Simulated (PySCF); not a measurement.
**C2H7NO, SMILES `C[C@@H](N)O` (charge 0, multiplicity 1)**

Calculation: PBE0-D3(BJ)/def2-TZVP run with PySCF.

The HOMO is -7.25 eV, the dipole moment comes out as 1.87 D and the HOMO–LUMO gap is 8.26 eV. The LUMO is 1.01 eV and the total energy is -210.2494 Ha. The cost comes out as roughly 40 core-seconds.

```xyz
11

C     -1.0084    -0.6796    -0.0816
C      0.0707     0.2940     0.3415
N      1.3809     0.0578    -0.2260
O     -0.3663     1.5753    -0.0427
H     -1.9665    -0.4154     0.3697
H     -0.7466    -1.6954     0.2214
H     -1.1236    -0.6524    -1.1685
H      0.1956     0.2458     1.4342
H      1.8544    -0.7022     0.2446
H      1.3065    -0.1773    -1.2097
H      0.4032     2.1496     0.0260
```
Charge 0, spin multiplicity 1.
